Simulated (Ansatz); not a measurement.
A run for Ansatz (a quantum-chemistry and plane-wave program): R-B3LYP/def2-TZVPP on H4SiTe (SMILES [SiH3][TeH]), a point of a torsion scan. Elements past Kr take the def2 small-core potentials; no spin–orbit coupling.

Ansatz 0.2 input:
```yaml
crystal:
  periodic: [false, false, false]
  atoms:
    - {symbol: Si, position_ang: [-0.64027471, 0.01384700, -0.00576963]}
    - {symbol: Te, position_ang: [1.65024439, 0.93717246, -0.23419850]}
    - {symbol: H, position_ang: [-0.88614931, -0.57035133, 1.31012101]}
    - {symbol: H, position_ang: [-1.53345749, 1.15090144, -0.17703412]}
    - {symbol: H, position_ang: [-0.91684296, -0.99306299, -1.02145474]}
    - {symbol: H, position_ang: [2.28005994, -0.55864175, -0.50796608]}
basis:
  gaussian:
    orbitals: def2-TZVPP
hamiltonian:
  xc: {name: B3LYP}
scf: {lower_state_search: off}
```

Problem. Predict the final total energy.

Solution. -560.0521 hartree.
